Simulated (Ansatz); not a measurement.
Born–Oppenheimer molecular dynamics of CH4NOSb (8 atoms, charge 0, multiplicity 1). It starts at the highest image of a converged band. Of that band: Neighbouring images differ by up to 2.4 eV, so the band resolves the path poorly. A vibrational analysis at the climbing image gives one clearly imaginary mode, 1746i cm⁻¹: a first-order saddle point.

All numbers below come from RKS PBE0-D4/def2-SVP (Ansatz).

| Property | Result |
| --- | --- |
| ensemble | NVE (velocity Verlet) |
| time step | 0.5 fs |
| steps asked | 200 |
| starting velocities drawn for | 100 K |
| seed | 4531 |

First frame:

```xyz
8
Properties=species:S:1:pos:R:3
O -0.435 1.532 -1.256
C 0.524 1.403 -0.540
N 0.486 0.325 0.404
Sb -1.374 -0.904 0.132
H 0.832 1.469 0.791
H 1.403 -0.126 0.520
H -0.735 -1.687 -1.254
H -0.610 -2.071 1.148
```

Problem. How far do the bonds stretch over the last three quarters of this one trajectory? (Pairs bonded in most of those frames.)

Solution. 
```json
{"bond": "O1–C2", "mean (Å)": "1.136", "spread (Å)": "0.018", "shortest": "1.11", "longest": "1.19"}
{"bond": "N3–Sb4", "mean (Å)": "2.149", "spread (Å)": "0.139", "shortest": "1.93", "longest": "2.36"}
{"bond": "N3–H5", "mean (Å)": "1.031", "spread (Å)": "0.036", "shortest": "0.96", "longest": "1.10"}
{"bond": "N3–H6", "mean (Å)": "1.027", "spread (Å)": "0.032", "shortest": "0.97", "longest": "1.10"}
{"bond": "Sb4–H7", "mean (Å)": "1.726", "spread (Å)": "0.014", "shortest": "1.70", "longest": "1.76"}
{"bond": "Sb4–H8", "mean (Å)": "1.733", "spread (Å)": "0.018", "shortest": "1.70", "longest": "1.77"}
```

Mean temperature of the second half: 2322 K. The conserved energy stayed within 0.35 meV per atom of its start (net change -0.1 meV per atom), so the integration is sound. The kinetic energy rose, since the run started high on the potential surface and went downhill. It ends in pieces (CO + H4NSb), so much of that is their flight and rotation, not heat. A run of 0.1 ps of so small a system gives no equilibrium averages. The orbitals stay closed-shell, which can raise the energy where a bond breaks towards radicals; this wasn't checked here.

Time of the run: 12 min on 2 threads of Arm Neoverse N1 (shared host), peak memory 0.18 GiB.
